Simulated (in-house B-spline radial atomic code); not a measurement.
LC-wPBE excitations of Zr V (Zr4+)

Method: LC-wPBE. Computed with an all-electron radial atomic-structure program (B-spline basis): linear response of the closed shell [Ar] 3d10 4s2 4p6 with the functional's adiabatic kernel; non-relativistic, point nucleus, no spin-orbit coupling, no double excitations, S, P, D and F terms only; shells from n = 2 respond. Only terms of natural parity with L up to 3 were computed.

Without relativity these are model numbers for so heavy an element.

Command:
```bash
python run_td.py task.json out
```
Settings (radii: box in bohr, nucleus in fm):
```
Z                        40
electrons                36
configuration            [Ar] 3d10 4s2 4p6
hamiltonian              nr
method                   lc_wpbe
box_radius               19.1
intervals                55
```

Time taken, with all properties: 1.6 s on 1 thread of Intel(R) Xeon(R) Platinum 8559C (Emerald Rapids), with other jobs on the host.

The lowest states, in the order of their Tamm-Dancoff energies; the method's threshold (minus the highest occupied level) is 77.75 eV. Labels give the largest channel, * marks a mixed state, and oscillator strengths are full-response dipole values. Semilocal kernels can invert the small singlet-triplet splittings of Rydberg terms. Energies in eV:

```json
{"state": "4p → 4d 3P", "full response": "29.607", "Tamm-Dancoff": "29.692", "oscillator strength": "-"}
{"state": "4p → 4d 3F", "full response": "?", "Tamm-Dancoff": "?", "oscillator strength": "-"}
{"state": "4p → 4d 1F", "full response": "?", "Tamm-Dancoff": "?", "oscillator strength": "-"}
{"state": "4p → 5s 3P", "full response": "39.90", "Tamm-Dancoff": "39.91", "oscillator strength": "-"}
```

Problem. Where does 4p → 4d 3F lie?

Solution. At 29.926 eV in full response, 30.06 eV in Tamm-Dancoff.

Problem. Where does 4p → 4d 1F lie?

Solution. At 32.31 eV in full response, 32.33 eV in Tamm-Dancoff.

Problem. How large is the singlet-triplet splitting of 4p → 4d (F terms) in Tamm-Dancoff?

Solution. 2.27 eV, from the unrounded values.

Problem. What polarisabilities and dispersion coefficient does the method give?

Solution. Dipole 3.046 bohr³, quadrupole 6.199 bohr⁵, C6 11.02 hartree·bohr⁶ for two such species.
